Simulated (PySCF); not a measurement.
## BLYP on In⁺ (indium, charge +1)

Configuration: [Kr] 4d10 5s1 6s1, high-spin 3S determinant (an excited configuration). All numbers are calculated (PySCF 2.14, scalar relativity through the core potential, in aug-cc-pwCVDZ-PP with ECP28MDF).

```json
{"Total energy": "-189.4372 hartree", "One-electron energy": "-325.0070 hartree", "Hartree (Coulomb) energy": "151.8564 hartree", "Exchange-correlation energy": "-16.2865 hartree", "⟨S²⟩": "2.0003", "⟨L²⟩": "0.000", "Sum of ⟨r⟩": "27.49 bohr", "Sum of ⟨r²⟩": "70.41 bohr²"}
```

```tsv
shell	electrons	mean orbital energy (hartree)	rms radius, mean of both spins (bohr)
4s α	1	-4.94235	0.907
4s β	1	-4.93887	0.907
4p α	3	-3.38119	0.991
4p β	3	-3.37703	0.991
4d α	5	-1.14100	1.28
4d β	5	-1.13109	1.28
5s α	1	-0.70828	2.52
6s α	1	-0.20901	6.34
```

Energies and moments cover only the electrons outside the core potential. The outer electron is Rydberg-like, and this basis confines it to a smaller radius and binds it less than a complete one would.
